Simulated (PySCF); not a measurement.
Excitation energy of Xe⁺ by level of theory

Xe⁺ [Kr] 4d10 5s2 5p5 (2P) → Xe⁺ [Kr] 4d10 5s1 5p6 (2S), as a difference of total energies. Calculation: PySCF 2.14, in x2c-QZVPPall (13s9p7d4f1g, 112 functions); the spin-free X2C one-electron Hamiltonian (Gaussian nucleus). Correlated levels: valence: [Kr] 4d10 frozen. The calculations carry no spin-orbit coupling.

Problem. Order these methods by the excitation energy they give, lowest first.
A. UHF
B. CCSD (valence)
C. SCS-MP2 (valence)
D. CCSD(T) (valence)

Solution. D (87827 cm⁻¹), B (94358 cm⁻¹), C (102200 cm⁻¹), A (120170 cm⁻¹).

Errors of the correlated levels include the incompleteness of this basis and the frozen core.

The coupled-cluster amplitudes are large for the upper state (T1 above 0.03 or a double amplitude above 0.15), so a single reference is strained.

For comparison: 87362 cm⁻¹ (measured; NIST levels, between the centres of gravity of the two terms).
